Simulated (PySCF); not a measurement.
## Correlation energy of Mg (magnesium, neutral)

[Ne] 3s2, closed-shell 1S. All numbers are calculated (PySCF 2.14, no relativity, point nucleus, in pcseg-2). Frozen: [Ne]; 2 electrons correlated.

Total MP2 correlation energy: -20.58 mhartree.

Same-spin part 0.00 and opposite-spin part -20.58 mhartree; SCS-MP2 scales them by 1/3 and 6/5 to -24.70 mhartree.

With two correlated electrons CCSD is exact within the correlated space (frozen core and kept virtual orbitals).

| level | correlation energy (mhartree) |
| --- | --- |
| CCSD | -32.66 |

Diagnostics: T1 = 0.013, D1 = 0.0177, largest double amplitude 0.137.

**Question.** Is a single reference adequate?

**Answer.** Mostly. T1 lies below 0.03, but a double amplitude of this size points to a near-degeneracy that CCSD handles and MP2 describes poorly.
